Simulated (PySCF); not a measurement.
All values below come from ωB97X-D3(BJ)/def2-TZVP // PBE0-D3(BJ)/def2-TZVP run with PySCF 2.14.0. Gas-phase values, no solvent. One relaxed conformer stands for a flexible species; it need not be the lowest. Delta-SCF ions had no search for a lower state. Excitations are Tamm–Dancoff values on a coarser integration grid. The basis has no diffuse functions, so Rydberg states are missing or too high.

Reference species (SMILES): `SSC(S)=C` (neutral, multiplicity 1).

```json
{
  "S1–T1 gap (TDA)": "1.07 eV",
  "HOMO": "-9.05 eV",
  "S1 excitation (TDA)": "5.02 eV",
  "vertical ionisation energy (Delta-SCF)": "8.84 eV"
}
```

After one change: the S1–T1 gap (TDA) falls by 0.68 eV; the HOMO falls by 0.18 eV; the S1 excitation (TDA) drops by 0.74 eV; the vertical ionisation energy (Delta-SCF) rises by 0.27 eV.

### Question
Which change was made? The new species is one of these.
A. `SC1SCS1` (H–S–C–S torsion 94°)
B. `S/C=C\SS`
C. `S=C(S)CS`
D. `S/C=C/SS`

### Answer
A, `SC1SCS1` (H–S–C–S torsion 94°)
